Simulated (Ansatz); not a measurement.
Li₅Al₅⁺, relaxed as a doublet with UKS PBE0-D4/def2-SVP in Ansatz, starting from the GFN2-xTB geometry. Force threshold 0.02 eV/Å.

Another isomer (doublet) lies 0.21 eV lower at PBE0-D4/def2-TZVP; other spin states weren't run for this one.

Start:

Cartesian coordinates in Å:
```
Li -2.097 0.575 -1.268
Li -1.212 -1.889 -0.791
Li 0.616 -0.716 -1.778
Li 1.324 2.881 1.063
Li -2.700 -0.454 1.055
Al 0.260 2.051 -1.277
Al 2.410 0.750 -0.266
Al 1.871 -1.608 0.731
Al -0.022 0.323 0.625
Al -0.450 -1.914 1.906
```

Q: Estimate the energy that the relaxation releases and the steps that it takes.

A: 292.8 kJ/mol, in 33 steps; 3.1 min on 4 threads of Arm Neoverse V2 on a shared host. No frequencies were taken in this run, so the end may be a saddle point.

Q: Does the start keep its bonding?

A: Bonds lost: Li1–Li2, Li1–Li5, Li2–Li3, Li2–Li5, Al7–Al9 (atoms count from 1). Bonds formed: Li2–Al8, Li4–Al10, Li5–Al6, Al6–Al10, Al7–Al10 (atoms count from 1).

Q: Predict the relaxed structure.

A: 
```tsv
atom	x (Å)	y (Å)	z (Å)
Li1	-1.830	1.453	-2.318
Li2	-0.961	-2.964	0.907
Li3	1.266	0.148	-2.337
Li4	1.138	1.949	2.334
Li5	-2.288	0.618	1.218
Al6	-0.029	1.577	-0.222
Al7	2.273	0.407	0.217
Al8	1.301	-1.865	-0.455
Al9	-1.046	-0.794	-0.903
Al10	0.175	-0.528	1.558
```
Bond lengths (bridged metal pairs left out): 15 × Al–Li 2.74 to 2.88 Å; 8 × Al–Al 2.56 to 2.76 Å.
